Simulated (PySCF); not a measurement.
**Orbital picture of InGa⁺**

M06 at R = 3.419 Å; basis In def2-SVPD with ECP28, Ga def2-SVPD; scalar-relativistic core potentials; PySCF 2.14. State: ²Σ⁺ (doublet), unpaired electrons σ ↑. Only the outer orbitals are listed, counted within each symmetry, core potentials removing the inner ones.

```csv
spin,orbital,occ.,ε (eV),on In (%),main shells (%)
α,2δ,1,-26.56,100,100 In d
α,2δ,1,-26.56,100,100 In d
α,5π,1,-26.44,100,100 In d
α,5π,1,-26.44,100,100 In d
α,9σ,1,-26.40,100,100 In d
α,10σ,1,-15.53,25,"73 Ga s, 23 In s"
α,11σ,1,-14.13,73,"73 In s, 24 Ga s"
α,12σ,1,-8.83,41,"56 Ga p, 38 In p"
α,6π,0,-7.16,47,"52 Ga p, 46 In p"
α,6π,0,-7.16,47,"52 Ga p, 46 In p"
α,7π,0,-6.18,53,"53 In p, 47 Ga p"
β,2δ,1,-26.53,100,100 In d
β,2δ,1,-26.53,100,100 In d
β,5π,1,-26.39,100,100 In d
β,5π,1,-26.39,100,100 In d
β,9σ,1,-26.34,100,100 In d
β,10σ,1,-15.33,30,"69 Ga s, 27 In s"
β,11σ,1,-14.03,71,"71 In s, 28 Ga s"
β,12σ,0,-7.36,48,"50 Ga p, 47 In p"
β,6π,0,-7.17,51,"50 In p, 47 Ga p"
β,6π,0,-7.17,51,"50 In p, 47 Ga p"
```

Task: Which are the highest filled and the lowest empty level, where do they sit, and how wide is the gap?

Result: Highest filled α 12σ at -8.83 eV (in %: 56 Ga p, 38 In p); lowest empty β 12σ at -7.36 eV (in %: 50 Ga p, 47 In p); the gap at M06 is 1.47 eV.

- bond order (Mayer): 0.58
- ⟨S²⟩: 0.750
- charge on In (Mulliken, basis-dependent): 0.60
- charge on In (Löwdin, basis-dependent): 0.56
- dipole moment (positive dipole points towards Ga; it is taken about the centre of mass and depends on that origin): 1.36 D

Spin–orbit coupling is left out. The state was picked by a PBE0 search and need not be the measured ground state.
